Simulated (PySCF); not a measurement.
# Frontier levels across methods

C₂H₃B₂F₂N.
Atom-mapped SMILES: `[NH2:1][BH:2][C:3]#[C:4][B:5]([F:6])[F:7]` (hydrogens: H8, H9 on N1; H10 on B2)

Cartesian coordinates in Å at the PBE0-D3(BJ)/def2-SVP level; atoms count from 1:
```
atom  x, y, z in Å
N1     2.146    0.226    0.553
B2     1.073   -0.650    0.456
C3    -0.362   -0.125    0.321
C4    -1.516    0.274    0.225
B5    -2.951    0.770    0.135
F6    -3.539    0.993   -1.024
F7    -3.655    1.000    1.224
H8     3.100   -0.094    0.648
H9     2.045    1.233    0.542
H10    1.272   -1.841    0.480
```

Basis pcSseg-2 throughout (PySCF), one geometry. Isolated species at its PBE0-D3(BJ)/def2-SVP geometry, gas phase.

Problem. How do the orbital energies, the gap and the dipole change with the method?

Solution. 
| method | kind | HOMO (eV) | LUMO (eV) | gap (eV) | μ (D) | SCF cycles |
| --- | --- | --- | --- | --- | --- | --- |
| B97-D | GGA | -6.99 | -2.12 | 4.87 | 3.49 | 16 |
| OPBE | GGA | -7.03 | -2.13 | 4.90 | 3.51 | 16 |
| PBE | GGA | -7.06 | -2.27 | 4.79 | 3.55 | 16 |
| B97-2 | global hybrid | -8.02 | -1.37 | 6.65 | 3.52 | 14 |
| B3LYP | global hybrid | -8.05 | -1.58 | 6.47 | 3.55 | 14 |
| mPW1PW91 | global hybrid | -8.32 | -1.37 | 6.95 | 3.55 | 14 |
| wB97X-D | range-separated hybrid | -10.13 | 0.48 | 10.60 | 3.49 | 14 |
| HF | Hartree–Fock | -11.07 | 2.11 | 13.18 | 3.48 | 12 |

The HOMO spans 4.08 eV, from B97-D down to HF, and the gap runs from 4.79 eV (PBE) to 13.18 eV (HF). Over the methods B97-D (0 %), OPBE (0 %), PBE (0 %), B97-2 (21 %), B3LYP (20 %), mPW1PW91 (25 %), HF (100 %), a straight line through the gap against the share of exact exchange rises by 0.83 eV for each 10 % (correlation coefficient 1.000). The dipole ranges from 3.48 D (HF) to 3.55 D (mPW1PW91). This basis has no diffuse functions.

The vertical ΔSCF ionisation energy at B3LYP/def2-SVPD is 10.38 eV; −ε(HOMO) comes closest to it with wB97X-D (10.13 eV).
